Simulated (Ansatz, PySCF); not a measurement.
F3Ga, SMILES [F][Ga+]([F])[F] (connectivity only; charge and spin as stated), charge +1, multiplicity 2. Atoms are numbered in the order given.

```xyz
4

Ga     0.0028     0.0000     0.3138
F      0.0173     0.0000     1.9974
F     -0.0101     1.0410    -1.1703
F     -0.0101    -1.0410    -1.1703
```
Charge +1, spin multiplicity 2.

Coordinates come from a r2SCAN-D4/def2-SVP optimisation.

Two levels are set side by side: PBE-D3(BJ)/def2-SVP (Ansatz, a first-principles code) and r2SCAN-D4/def2-SVP (Ansatz). Each level has its own optimised geometry; the coordinates shown are those of the second. Frequencies come from the Hessian of PySCF at each geometry. Differences are taken from unrounded values.

```json
[
 {"quantity": "mean bond length (Å)", "r2SCAN-D4": "1.770", "PBE-D3(BJ)": "1.790", "PBE-D3(BJ) minus r2SCAN-D4": "0.020"},
 {"quantity": "bond Ga1–F2 (Å)", "r2SCAN-D4": "1.684", "PBE-D3(BJ)": "1.702", "PBE-D3(BJ) minus r2SCAN-D4": "0.018"},
 {"quantity": "bond Ga1–F3 (Å)", "r2SCAN-D4": "1.813", "PBE-D3(BJ)": "1.834", "PBE-D3(BJ) minus r2SCAN-D4": "0.021"},
 {"quantity": "bond Ga1–F4 (Å)", "r2SCAN-D4": "1.813", "PBE-D3(BJ)": "1.834", "PBE-D3(BJ) minus r2SCAN-D4": "0.021"},
 {"quantity": "highest harmonic wavenumber (cm⁻¹)", "r2SCAN-D4": "843", "PBE-D3(BJ)": "806", "PBE-D3(BJ) minus r2SCAN-D4": "-36"},
 {"quantity": "mean harmonic wavenumber (cm⁻¹)", "r2SCAN-D4": "408", "PBE-D3(BJ)": "396", "PBE-D3(BJ) minus r2SCAN-D4": "-12"},
 {"quantity": "zero-point energy (kcal/mol)", "r2SCAN-D4": "3.50", "PBE-D3(BJ)": "3.40", "PBE-D3(BJ) minus r2SCAN-D4": "-0.10"}
]
```
